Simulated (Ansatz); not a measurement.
C$_{2}$H$_{2}$Zn (`C#[C][ZnH]`), relaxed with RKS PBE0-D4/def2-TZVP in Ansatz from a GFN2-xTB geometry. The force threshold is 0.005 eV/Å; the program also tests the step.

The species carries charge 0 and has multiplicity 1.

Start:

```xyz
5

C     1.079    0.256   -1.120
C     0.290    0.085   -0.227
Zn   -1.032   -0.239    1.126
H     1.786    0.416   -1.887
H    -2.122   -0.518    2.108
```

(1) By how much does the energy fall, and how many steps does the optimiser take? (An estimate is asked.)

(2) Which bonds change most? (Best estimate.)

(3) Give the relaxed structure. (Estimate.)

## Answers

(1) Computed: 2.94 kJ/mol, in 4 steps.

(2) Computed: C2–Zn3 from 1.920 to 1.882 Å; Zn3–H5 from 1.494 to 1.528 Å; C1–H4 from 1.055 to 1.066 Å; C1–C2 from 1.204 to 1.211 Å.

(3) The calculation gave: 
```xyz
5

C     1.081    0.258   -1.111
C     0.250    0.061   -0.253
Zn   -1.045   -0.249    1.076
H     1.813    0.432   -1.867
H    -2.099   -0.502    2.154
```
